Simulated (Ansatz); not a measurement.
A single point on `OBOBF`.

```yaml
crystal:
  periodic: [false, false, false]
  atoms:
    - {symbol: O, position_ang: [1.100492, 0.910686, 0.790895]}
    - {symbol: B, position_ang: [-0.209591, 0.577856, 0.764466]}
    - {symbol: O, position_ang: [-0.581673, -0.551140, 0.093751]}
    - {symbol: B, position_ang: [-0.252533, -1.151089, -1.064105]}
    - {symbol: F, position_ang: [0.241385, -0.436815, -2.066851]}
    - {symbol: H, position_ang: [1.277635, 1.700161, 1.306088]}
    - {symbol: H, position_ang: [-1.044664, 1.212017, 1.342469]}
    - {symbol: H, position_ang: [-0.438750, -2.318775, -1.222414]}
basis:
  gaussian: {orbitals: def2-TZVPP}
hamiltonian: {xc: pbe}
correlation: {method: rpa}
```

```sh
$ ansatz run in.yaml --threads 2 --pin off --events-out ev --progress --plain --max-ram 4352MiB
```

Output, abridged:

```
Functional definition: PBE
1244 factors; integrals over basis functions are off by at most 8.1e-4 eV
mean field evaluation 1: about -8202.1516 eV, gradient 7.9e1 eV
mean field evaluation 2: about -8202.1450 eV, gradient 7.9e1 eV
mean field evaluation 4: about -8211.2402 eV, gradient 2.0e1 eV
mean field evaluation 8: about -8211.9542 eV, gradient 4.7e-1 eV
mean field evaluation 16: about -8211.9536 eV, gradient 2.1e-5 eV
mean field -8211.95360722 eV, -301.7837288031 hartree, gradient 3.6e-6 eV, S^2 0.000000; 0 other end points of the search recorded, 0 dependent functions left out
5 core orbitals not correlated: weight in the atoms' cores, before any rotation towards them, 1.000 or more for the frozen orbitals, at most 0.000 for the correlated occupied ones
reference -8179.00891314 eV, -300.5730336264 hartree; 14, 14 occupied and 178, 178 virtual orbitals, 1244 factors
Total energy: -8217.57763112 eV, -301.9904078694 hartree
```

It took 4 s on 2 threads of an Arm Neoverse V2 on a shared host, with 0.37 GiB of host memory at the peak.
